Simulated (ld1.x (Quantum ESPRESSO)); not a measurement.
# Which change was made? (Ce, TM semilocal)

```
Element                 : Ce (Z = 58)
Generator               : ld1.x (Quantum ESPRESSO) 7.5
Type                    : norm-conserving Troullier–Martins (semilocal form)
Functional              : LDA (PZ)
Relativity              : scalar-relativistic
Frozen core             : [Kr] 4d10 5s2
Valence charge          : 10
Reference configuration : 4f1 5p6 5d1 6s1.5 6p0 (charge +0.5)
Partial waves           : 5p (bound): rc 2.80 bohr; 5d (bound): rc 2.40 bohr; 4f (bound): rc 1.65 bohr; 6s (bound): rc 3.20 bohr
Local potential         : the s channel
Core correction         : Bessel-smoothed model core inside 1.70 bohr
```

Cutoffs, loose and tight: the cutoffs (Ry, on a coarse ladder) from which the occupation-weighted sum of valence levels, in a spherical-Bessel basis at the reference potential, stays within 10 and 1 mRy of its value at 400 Ry. They do not see the model core or the augmentation charge, which bear on the density cutoff. Test errors are all-electron minus pseudo excitation energies from the reference, over the configurations 4f1 5p6 5d1 6s2 6p0; 4f1 5p6 5d1 6s1 6p0; 4f1 5p6 5d1 6s0 6p0; 4f2 5p6 5d0 6s2 6p0; 4f2 5p6 5d0 6s1 6p0; 4f2 5p6 5d1 6s0 6p0; 4f0 5p6 5d1 6s2 6p0 (two spin-polarised tests are not counted in the largest error); variants that change the core or the reference have their own tests. The largest error is taken over the tests solved by every variant that gives reliable tests at all, those not shown here included: 4f1 5p6 5d1 6s0 6p0; 4f1 5p6 5d1 6s1 6p0; 4f1 5p6 5d1 6s2 6p0; 4f2 5p6 5d0 6s1 6p0; 4f2 5p6 5d0 6s2 6p0; 4f2 5p6 5d1 6s0 6p0.

The base gives: outcome: generated; cutoff, loose: 120 Ry; cutoff, tight: 140 Ry; bound ghosts: none; largest test error (meV): -217.

On the changes marked as counting shells twice: ld1.x takes every shell without a wave as core, so the model core holds the marked electrons as well and exchange and correlation see them twice. This cancels in the reference configuration, but the file is broken for other ones, and its errors say nothing about a proper core correction.

(1) After one change the result is: outcome: generated; cutoff, loose: 120 Ry; cutoff, tight: 140 Ry; bound ghosts: none; largest test error (meV): -199. Which change was it?
A. core correction Bessel-smoothed model core inside 1.88 bohr
B. wave 4f (bound): rc 1.65 bohr becomes 4f (bound): rc 2.02 bohr
C. core [Kr] 4d10, valence charge 12; reference 4f1 5s2 5p6 5d1 6s1.5 6p0; waves now 5p (bound): rc 2.60 bohr; 5d (bound): rc 2.85 bohr; 4f (bound): rc 1.05 bohr; 5s (bound): rc 2.35 bohr; core correction a·sin(br)/r model core inside 0.85 bohr (6s counted twice)
D. all radii but the core radius scaled by about 0.78 (s 2.50, p 2.18, d 1.88, f 1.28 bohr)
E. wave 6s (bound): rc 3.20 bohr becomes 6s (bound): rc 4.76 bohr

Answers

(1) A. The others give: wave 4f (bound): rc 1.65 bohr becomes 4f (bound): rc 2.02 bohr → outcome: generated; cutoff, loose: 90 Ry; cutoff, tight: 100 Ry; bound ghosts: none; largest test error (meV): +204 | wave 6s (bound): rc 3.20 bohr becomes 6s (bound): rc 4.76 bohr → outcome: generated; cutoff, loose: 120 Ry; cutoff, tight: 140 Ry; bound ghosts: none; largest test error (meV): -138 | core [Kr] 4d10, valence charge 12; reference 4f1 5s2 5p6 5d1 6s1.5 6p0; waves now 5p (bound): rc 2.60 bohr; 5d (bound): rc 2.85 bohr; 4f (bound): rc 1.05 bohr; 5s (bound): rc 2.35 bohr; core correction a·sin(br)/r model core inside 0.85 bohr (6s counted twice) → outcome: generated, misses its reference levels by 1.05 eV; cutoff, loose: 230 Ry; cutoff, tight: 300 Ry; bound ghosts: none; largest test error (meV): -3943 | all radii but the core radius scaled by about 0.78 (s 2.50, p 2.18, d 1.88, f 1.28 bohr) → outcome: generated; cutoff, loose: 180 Ry; cutoff, tight: 230 Ry; bound ghosts: s (extra level of the local part); largest test error (meV): +116.
